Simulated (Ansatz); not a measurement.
Job for Ansatz (an electronic-structure program): R-r2SCAN/def2-TZVPP on ClGeH (SMILES [Cl][GeH]), a point of a bond scan (R = 2.207 Å).

Ansatz 0.2 input:
```yaml
crystal:
  periodic: [false, false, false]
  atoms:
    - {symbol: Ge, position_ang: [0.52862057, -0.16248943, 0.50490017]}
    - {symbol: H, position_ang: [1.62035373, -0.38333295, -0.65157602]}
    - {symbol: Cl, position_ang: [-1.09036542, 0.32841146, -0.91207233]}
basis:
  gaussian:
    orbitals: def2-TZVPP
    pivot_positions_ang: [[0.52862057, -0.16248943, 0.50490017], [1.62035373, -0.38333295, -0.65157602], [-1.09036542, 0.32841146, -0.91207233]]
hamiltonian:
  xc: {name: r2SCAN}
scf: {lower_state_search: off}
output: {orbitals: {seedname: ./end}}
```

It printed:

```
WARN ansatz: RAYON_NUM_THREADS=1 ignored (pool sized by the plan → 1); use --threads N
Functional definition: r2SCAN
these checks for a lower state are left out or cut short: stability, starts, cluster_reference, orbital_swaps, neighbouring_geometries, increment
integrals: 0.03 GiB planned
711 factors; their error is unknown
mean field: 0.25 GiB planned
mean field evaluation 1: about -69055.9154 eV, gradient 2.0e1 eV
mean field evaluation 2: about -69054.4169 eV, gradient 3.3e1 eV
mean field evaluation 4: about -69056.6590 eV, gradient 1.4e0 eV
mean field evaluation 8: about -69056.6466 eV, gradient 2.1e-2 eV
mean field evaluation 16: about -69056.6466 eV, gradient 3.9e-6 eV
mean field -69056.64655302 eV, -2537.7849525471 hartree, gradient 3.9e-6 eV, S^2 0.000000; 0 other end points of the search recorded, 0 dependent functions left out
reference -69056.64656061 eV, -2537.7849528260 hartree; 25, 25 occupied and 79, 79 virtual orbitals, 711 factors
Total energy: -69056.64656061 eV, -2537.7849528260 hartree
Checks for a lower state left out: stability, starts, cluster_reference, orbital_swaps, neighbouring_geometries, increment
```

Self-consistency was reached.

Cost: about 1.2 core-seconds (a rough figure).
